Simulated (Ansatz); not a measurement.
A structure drawn as `N[SiH2]OCF`, with this starting geometry:

```xyz
11

N     1.127   -0.578    1.811
Si    0.098   -0.784    0.485
O    -0.102    0.732   -0.126
C    -0.604    0.890   -1.462
F    -1.961    0.462   -1.353
H     1.896   -0.014    1.565
H     0.598    0.071    2.473
H     0.854   -1.604   -0.491
H    -1.162   -1.325    0.962
H    -0.617    1.902   -1.708
H    -0.129    0.248   -2.156
```

Total charge 0; spin multiplicity 1.

Task: Does it keep its bonds when Ansatz relaxes it at PBE-D4/def2-SVP and then PBE0-D4/def2-TZVP?

Result: Yes, every drawn bond is still there and no new one forms.

Task: Give the relaxed structure. (Best estimate.)

Result: Computed: 
Z-matrix (Å, degrees):
```
Si
O 1 1.666
N 1 1.698 2 112.2
H 1 1.487 2 105.5 3 -120.0
H 1 1.479 2 109.6 3 118.5
C 2 1.366 1 124.0 3 150.7
H 3 1.006 1 122.2 2 -66.2
H 3 1.006 1 120.9 2 86.1
F 6 1.381 2 110.6 1 72.3
H 6 1.093 2 109.0 1 -170.0
H 6 1.098 2 112.1 1 -46.3
```
All modes are real.

Atoms count as bonded under 1.1 times the sum of their covalent radii (H–H under 0.85 Å, pairs among N, O and F under 1.55 Å), and a drawn bond as lost past 1.3 times.
